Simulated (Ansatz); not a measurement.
Reaction (cleavage of the B–Al bond): `[BH2][Al]1[SiH2][S]1` + `O[CH2][GeH3]` → `BO[CH2][GeH3]` + `[AlH]1[SiH2][S]1`

Program: Ansatz. Geometries: PBE0-D4/def2-TZVP. ΔE: electronic, gas phase. CCSD(T)/CBS adds triple-zeta CCSD(T) − MP2 to the extrapolated MP2 energy (def2 sets, frozen cores). Functionals use def2-TZVPP. B3LYP here is the variant with VWN-RPA as its local correlation; programs differ in this. For Ge outer-core shells are correlated without core-valence functions, which leaves a few kJ/mol of doubt a bond. Scalar relativity is left out up to krypton. Each species was taken in one conformer, which may not be the lowest.

```csv
level,ΔE (kJ/mol),difference from CCSD(T)/CBS
PBE-D4,-157.7,8.1
r2SCAN-D4,-164.9,0.9
PBE0-D4,-159.4,6.4
B3LYP-D4,-170.5,-4.7
ωB97X-V,-167.8,-2.0
ωB97M-V,-172.3,-6.5
B2PLYP,-171.9,-6.1
PBE,-156.3,9.5
r2SCAN,-164.6,1.2
PBE0,-158.4,7.4
B3LYP,-168.5,-2.7
HF/def2-TZVPP,-168.6,-2.8
MP2/def2-TZVPP,-173.7,-7.9
SCS-MP2/def2-TZVPP,-172.7,-6.9
CCSD/def2-TZVPP,-165.7,0.1
CCSD(T)/def2-TZVPP,-166.8,-1.0
HF/def2-QZVPP,-169.3,-3.5
MP2/def2-QZVPP,-173.4,-7.6
SCS-MP2/def2-QZVPP,-172.4,-6.6
HF/CBS(def2),-169.4,-3.6
MP2/CBS(def2),-172.8,-7.0
CCSD/CBS(def2),-164.8,1.0
CCSD(T)/CBS,-165.8,0
```

Largest T1 diagnostic among the species: 0.016.
